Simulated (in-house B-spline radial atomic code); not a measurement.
Orbital energies and mean radii along the 24-electron series, configuration [Ar] 3d6. The effective charge is n√(-2ε), a non-relativistic measure. Computed with a B-spline radial code for spherical atoms: non-relativistic Hartree-Fock, average of the configuration, point nuclei.

This level leaves out relativity, spin-orbit splitting included, which matters for heavy ions.

```csv
ion,Z,energy of 2p (Eh),mean radius of 2p (bohr),energy of 2s (Eh),mean radius of 2s (bohr),energy of 3s (Eh),mean radius of 3s (bohr),energy of 1s (Eh),mean radius of 1s (bohr),effective charge of 2p
In25+,49,-174.1,0.11402,-184.12,0.13345,-60.157,0.34338,-1033.39,0.031047,37.32
Sn26+,50,-183.48,0.1115,-193.75,0.13057,-63.92,0.33483,-1078.95,0.030418,38.313
Sb27+,51,-193.12,0.10908,-203.63,0.12781,-67.795,0.3267,-1125.51,0.029815,39.306
Te28+,52,-203,0.10677,-213.76,0.12517,-71.782,0.31896,-1173.08,0.029234,40.299
I29+,53,-213.14,0.10455,-224.14,0.12263,-75.88,0.31157,-1221.64,0.028676,41.293
Xe30+,54,-223.53,0.10242,-234.77,0.12019,-80.09,0.30452,-1271.2,0.028139,42.287
```

Question: How does the screening of 2p change?

Answer: Z less the effective charge goes from 11.68 at Z = 49 to 11.71 at Z = 54.
